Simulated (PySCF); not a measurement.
**Dipole response of Fe (iron, neutral)**

[Ar] 3d6 4s1 4p1, one real determinant (an excited configuration). All numbers are calculated (PySCF 2.14, the non-relativistic Hamiltonian (point nucleus), in aug-cc-pwCVTZ). Coupled (time-dependent) response in atomic units; α is the mean over directions.

| method | mean α (bohr³) | α xx, yy, zz | C₆ (like pair) | S(−4) |
| --- | --- | --- | --- | --- |
| PBE0 | 84.84 | 70.08, 70.08, 114.4 | 806.3 | 5086 |

S(−4) is the Cauchy moment in α(ω) = α(0) + S(−4) ω² + …

α(iu) at PBE0:

```tsv
u (hartree)	α(iu) (bohr³)
0	84.84
0.0500	74.26
0.100	55.85
0.200	30.67
0.300	18.86
0.500	9.547
0.750	5.543
1.00	3.807
1.50	2.254
2.00	1.545
3.00	0.8864
5.00	0.4164
```

A single London oscillator, α(iu) = α/(1 + u²/ω²), gives C₆ = (3/4) ω α². Matching the computed C₆ needs ω = 4 × 806.3 / (3 × 84.84²) = 0.149 hartree.

The components differ because the open shell of this determinant is not spherical; for a pure term their mean is the scalar polarisability.

⟨L²⟩ = 8.02 against 12 for a pure F term, so this real determinant mixes terms.
